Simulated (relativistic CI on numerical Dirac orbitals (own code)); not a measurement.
Nb⁺: M2,3 absorption edge

Computed with this model: Dirac-Coulomb-Breit CI, orbitals from a KLI potential per configuration, a model potential for QED, valence Slater integrals scaled by 0.8, multiplet model of core-to-valence dipole absorption; configurations [Kr] 4d4 → [Ne] 3s2 3p5 3d10 4s2 4p6 4d5; 80 K; Lorentzian 2 eV and Gaussian 0.4 eV FWHM. Energies are those of the free ion, without screening or charge transfer. The branching ratio is the share of the lower-energy edge in the whole absorption, uncertain by about 0.02 where the edges overlap. S is read from ⟨S²⟩ = S(S + 1).

Field parameters in Wybourne normalisation: D3d B²₀ = −7Dσ, B⁴₀ = −14Dq − 21Dτ, B⁴₃ = −14√(10/7) Dq. The field is a parameter set, without covalency.

Case D3d, 10Dq = 18550, Dσ = -1200, Dτ = -120 cm⁻¹, the dichroism is that of the ground state at zero temperature, magnetised by exchange field 10 meV on Sz. The dichroism I(Δm = −1) − I(Δm = +1), over the sum of the three polarisations, integrates to -0.0752 on the lower edge and -0.0153 on the upper edge. The branching ratio is 0.762.

(1) Use the orbital sum rule with 6 holes to get ⟨Lz⟩.

Results:

(1) For a p → d edge ⟨Lz⟩ = 2 × n_h × (sum of both integrals) in this sign convention = -1.09; the ground state itself has ⟨Lz⟩ = -1.10 and ⟨Sz⟩ = -0.95. The rule assumes one radial integral for both edges, which relativistic orbitals only approach.
